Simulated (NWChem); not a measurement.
System: C2H7MgNO; SMILES C[N](C)[Mg][OH]

```xyz
12

Mg     0.0009    -1.1932     0.2655
O      0.0007    -2.9962     0.3406
H     -0.0023    -3.7725    -0.2329
N      0.0019     0.7228     0.3343
C      1.1979     1.5356     0.3575
C     -1.1934     1.5364     0.3654
H      1.2618     2.2389    -0.5145
H      1.2664     2.1783     1.2747
H      2.1202     0.9138     0.3342
H     -1.2554     2.1792     1.2831
H     -1.2626     2.2397    -0.5062
H     -2.1162     0.9153     0.3483
```
Atoms are numbered in this order, from 1.

All runs: NWChem. All runs use the structure optimised with PBE-D3(BJ)/def2-SVP. Not confirmed as a minimum by frequencies. Vzz is the largest principal value of the second derivative of the potential at the nucleus (NWChem prints the opposite sign); η is the asymmetry. Non-relativistic.

| level | Vzz Mg1 (a.u.) | η Mg1 | Vzz O2 (a.u.) | η O2 | Vzz N4 (a.u.) | η N4 |
|---|---|---|---|---|---|---|
| Hartree-Fock/def2-TZVP | -1.172 | 0.12 | 1.491 | 0.05 | -0.961 | 0.76 |
| Hartree-Fock/def2-SVP | -1.008 | 0.11 | 1.536 | 0.06 | -0.958 | 0.71 |
| PBE0/cc-pVTZ | -0.925 | 0.14 | 1.442 | 0.08 | -0.950 | 0.71 |
| PBE0/def2-SVP | … | 0.15 | 1.439 | 0.09 | … | 0.67 |

Q: Some entries are withheld; supply them.

A: 
- PBE0/def2-SVP, Vzz Mg1 (a.u.): -0.955
- PBE0/def2-SVP, Vzz N4 (a.u.): -0.920
